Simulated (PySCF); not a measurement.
C6H18BN.
SMILES with atom numbers: `[CH3:1][CH:2]([CH3:3])[BH2-:4][N+:5]([CH3:6])([CH3:7])[CH3:8]` (hydrogens: H9, H10, H11 on C1; H12 on C2; H13, H14, H15 on C3; H16, H17 on B4; H18, H19, H20 on C6; H21, H22, H23 on C7; H24, H25, H26 on C8)

Cartesian coordinates in Å at the PBE0-D3(BJ)/def2-SVP level; atoms count from 1:
```
atom  x, y, z in Å
C1     2.164    0.534    1.248
C2     1.532    0.963   -0.077
C3     2.630    1.161   -1.124
B4     0.421   -0.087   -0.645
N5    -1.137    0.315   -0.221
C6    -1.528    1.574   -0.874
C7    -1.268    0.448    1.237
C8    -2.016   -0.766   -0.693
H9     2.923    1.254    1.603
H10    2.665   -0.442    1.134
H11    1.427    0.413    2.058
H12    1.074    1.962    0.085
H13    3.440    1.818   -0.762
H14    3.090    0.195   -1.394
H15    2.230    1.594   -2.054
H16    0.563   -1.222   -0.189
H17    0.358   -0.105   -1.875
H18   -1.431    1.454   -1.959
H19   -0.855    2.376   -0.550
H20   -2.567    1.838   -0.615
H21   -2.317    0.642    1.516
H22   -0.639    1.276    1.585
H23   -0.923   -0.480    1.711
H24   -1.874   -0.889   -1.773
H25   -3.071   -0.530   -0.474
H26   -1.729   -1.700   -0.196
```

Computed with PySCF at PBE0/pcSseg-1, non-relativistic, on one gas-phase PBE0-D3(BJ)/def2-SVP geometry that isn't relaxed in the solvent. The solvent is an IEF-PCM continuum (Bondi radii, 1.10 Å for H, scaled by 1.2). The model holds no explicit solvent molecules, cavitation or dispersion.

Gas phase at PBE0/pcSseg-1: HOMO -7.02 eV, LUMO 0.92 eV, dipole 5.20 D.

Question: What does the continuum do to the energy, the frontier levels and the dipole at PBE0/pcSseg-1 in cyclohexane and water?

Answer: 
```csv
solvent,ε,E(solvent) − E(gas) (kcal/mol),polarisation term (kcal/mol),distortion of the solute (kcal/mol),HOMO (eV),LUMO (eV),dipole (D)
cyclohexane,2.017,-2.70,-2.90,0.20,-7.10,1.16,5.75
water,78.36,-7.12,-8.74,1.62,-7.28,1.44,6.72
```

The polarisation term is half the interaction of the solute with the surface charges that it induces; the rest is the cost of distorting the solute's density. The sum is the electrostatic part of solvation alone. From cyclohexane to water the lowering changes by a factor 2.64, Onsager's factor (ε − 1)/(2ε + 1) by 2.43 and ε itself by 38.9.

Question: Which radius a makes the point-dipole formula ΔE = −[(ε − 1)/(2ε + 1)]·μ²/a³ give the value in water, with the gas-phase dipole?

Answer: μ = 2.046 au and |ΔE| = 0.01134 Eh give a = 2.99 Å; the farthest nucleus lies 3.62 Å from the centroid of the nuclei, so such a sphere wouldn't even hold the nuclei. The formula assumes a rigid point dipole at the centre of a sphere.

Question: Give the dipole vector in the frame of the coordinates (D, pointing from negative to positive charge), gas and water.

Answer: Gas (-4.97, 1.09, 1.09), solvent (-6.27, 1.75, 1.67). Its length changes by +29 % and its direction by 4°.

Question: Which Hirshfeld charges (PBE0/pcSseg-1) respond most in cyclohexane (means over atoms taken as equivalent)?

Answer: 
```json
{"atoms": "H16/H17", "environment": "B–H hydrogen", "gas (e)": "-0.102", "solvent (e)": "-0.107", "change": "-0.005"}
{"atoms": "H12", "environment": "methine hydrogen", "gas (e)": "+0.010", "solvent (e)": "+0.012", "change": "+0.002"}
{"atoms": "C1/C3", "environment": "methyl carbon", "gas (e)": "-0.122", "solvent (e)": "-0.124", "change": "-0.002"}
{"atoms": "H18 (×9)", "environment": "methyl hydrogen", "gas (e)": "+0.054", "solvent (e)": "+0.056", "change": "+0.002"}
{"atoms": "B4", "environment": "four-coordinate boron", "gas (e)": "-0.031", "solvent (e)": "-0.032", "change": "-0.001"}
{"atoms": "C6/C7/C8", "environment": "N-methyl carbon", "gas (e)": "-0.045", "solvent (e)": "-0.044", "change": "+0.001"}
{"atoms": "H9 (×6)", "environment": "methyl hydrogen", "gas (e)": "+0.027", "solvent (e)": "+0.026", "change": "-0.001"}
{"atoms": "C2", "environment": "sp3 carbon bound to boron", "gas (e)": "-0.096", "solvent (e)": "-0.096", "change": "0.000"}
```

Question: Which Mayer bond orders change most in cyclohexane?

Answer: 
```
  bond  length (Å)    gas  solvent  change
 B4–N5       1.664  0.535    0.551  +0.016
 N5–C6       1.472  0.911    0.908  -0.003
B4–H16       1.231  0.991    0.988  -0.003
 C2–C3       1.529  1.070    1.068  -0.002
 C2–B4       1.631  0.848    0.850  +0.002
 N5–C7       1.470  0.912    0.910  -0.002
 N5–C8       1.471  0.917    0.915  -0.002
C1–H11       1.102  0.970    0.969  -0.001
```

The run took 37 s on one thread, Arm Neoverse V2 (aarch64), no GPU, shared host, and the process peaked at 1.4 GiB of memory. This is the whole shielding run at PBE0/pcSseg-1 in water, SCF included.
